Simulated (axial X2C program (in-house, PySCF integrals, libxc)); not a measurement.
## Worked dissociation energy of RhSn⁺: B97-3, without spin–orbit coupling

All values were computed with an axial X2C code built on PySCF integrals. Spin-free means the one-electron spin-free X2C Hamiltonian. Basis: Sn dyall-v3z [11s12p9d1f], Rh dyall-v3z [12s12p8d3f2g] (cores contracted in-house); Gaussian nuclei, density fitting, unrestricted open shells. Masses: Sn 119.902 u, Rh 102.906 u.

Molecular state: M_S = 1, Λ = 2 (beyond evenly filled blocks: σα, δ+α, δ+β, δ-α).

- E(Sn+) (2M_S = 1, M_L = 0): -6175.936695 hartree
- E(Rh) (2M_S = 3, M_L = 2): -4783.350903 hartree
- E(RhSn⁺) at Re: -10959.403458 hartree
- ωe: 225.0 cm⁻¹
- ωexe: 0.861 cm⁻¹

Q: Work out De and D0.

A: De = -6175.936695 + (-4783.350903) − (-10959.403458) = 0.11586 hartree = 3.153 eV. The zero-point energy is ωe/2 − ωexe/4 = 112 cm⁻¹ = 0.014 eV, so D0 = 3.139 eV.

One determinant describes the state; a PBE0 search over occupations chose it and may have missed a lower one. Dissociation energies refer to the lowest single-determinant-based atoms at the same level and basis. PBE0 can misorder states that lie within some tenths of an eV, so this need not be the ground state of the molecule. The nearest other spin-free determinant of the search, M_S = 0, Λ = 0, lies 0.19 eV up at the distance of the search. Without a current term, density functionals place determinants with orbital angular momentum somewhat too high. Spin-free De lacks the spin–orbit lowering of the heavy p-block atom, a tenth of an eV or more for 4p and 5p, up to an eV for 6p and one to two eV for 7p atoms, less what an open-shell molecule gains itself.

Each atomic determinant is the lowest at this level and need not be a pure term. Totals compare only within one Hamiltonian and basis.
